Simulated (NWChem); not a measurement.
GeSiH5OCl; SMILES [OH][Ge@@H]([SiH3])[Cl]

```xyz
9

O      1.8112    -0.1222    -0.6989
Ge     0.3766    -0.0727     0.3452
Si    -0.7791     1.9380    -0.1815
Cl    -0.9217    -1.7399    -0.1919
H      2.3223    -0.9344    -0.6042
H      0.7774    -0.3364     1.8115
H     -1.1019     1.9244    -1.6365
H     -2.0338     1.9788     0.6253
H      0.0725     3.1179     0.1521
```
Atoms are numbered in this order, from 1.

Results from NWChem. Structure relaxed at the PBE0/def2-SVP level. Total energies compare along this basis series because the functional is fixed.

```
level              basis functions  energy (Ha)  highest occupied level (eV)  orbital gap (eV)  dipole (D)
-----------------  ---------------  -----------  ---------------------------  ----------------  ----------
B3LYP/pcseg-1                  102   -2904.7995                        -8.08              7.38        1.84
B3LYP/aug-pcseg-1              158   -2904.8120                        -8.12              7.20        1.75
B3LYP/pcseg-2                  211   -2905.2004                        -8.08              7.30        1.70
B3LYP/STO-3G                    46   -2871.6027                        -4.38              8.08        2.67
B3LYP/def2-SVP                 107   -2904.5107                        -7.84              7.53        1.50
```
